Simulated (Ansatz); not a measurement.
`CCBCN`, charge 0, multiplicity 1.

Problem. Give a relaxed structure at PBE0-D4/def2-TZVP (Ansatz 0.2.0). (Best estimate.)

Solution. Computed: 
Cartesian coordinates in Å:
```
C 1.423 0.740 -1.242
C 1.083 1.003 0.218
B -0.093 0.213 0.871
C -0.953 -0.826 0.096
N -1.845 -1.643 0.899
H 0.574 0.959 -1.896
H 1.695 -0.305 -1.407
H 2.262 1.352 -1.583
H 0.889 2.073 0.386
H 1.960 0.817 0.858
H -0.369 0.463 2.017
H -1.466 -0.202 -0.670
H -0.295 -1.472 -0.501
H -2.299 -1.089 1.612
H -2.565 -2.083 0.342
```
This is one stationary point; other conformers may exist.
